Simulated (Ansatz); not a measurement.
Dissociation curve of SMILES B (H₃B). The B1–H4 bond (B1 also carries H, H; H4 carries nothing else) is stretched with both fragments frozen at the PBE0/def2-TZVP optimised geometry.

Level of theory: full CI/cc-pVDZ, frozen core run with Ansatz (a program for electronic structure).

Q: Relative to R = 1.19 Å, what are the energies at R = 0.90, 1.38, 1.59, 1.76 Å?

A: 1.998 eV at 0.90 Å, 0.264 eV at 1.38 Å, 0.980 eV at 1.59 Å, 1.637 eV at 1.76 Å.
